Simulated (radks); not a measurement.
Charge is removed step by step from the 4s1/2 level of neutral palladium, starting from [Kr] 4d10. Method: Dirac Kohn-Sham, PBEsol, spin-unpolarised, spherical densities, finite nucleus; Fermi nuclear charge, rms radius 4.5318 fm; computed with a radial shooting solver on a logarithmic mesh with Libxc functionals.

removed (e)  E - E(0) (eV)  eigenvalue (eV)  E minus straight line (eV)
0                    0.000          -85.197                       0.000
0.1                  8.576          -86.340                      -0.571
0.2                 17.269          -87.527                      -1.025
0.3                 26.083          -88.757                      -1.358
0.4                 35.022          -90.024                      -1.566
0.5                 44.089          -91.328                      -1.646
0.6                 53.289          -92.666                      -1.594
0.7                 62.624          -94.035                      -1.406
0.8                 72.097          -95.435                      -1.080
0.9                 81.712          -96.864                      -0.612
1                   91.470          -98.320                       0.000

Removing the whole electron costs 91.470 eV by Delta-SCF, against 85.197 eV from minus the eigenvalue at the starting occupation. Slater's transition state (half an electron removed) gives 91.328 eV. Integrating minus the eigenvalue over the occupation (Janak's theorem) gives 91.470 eV. The mean slope of the eigenvalue, de/dn, is 13.1 eV per electron.
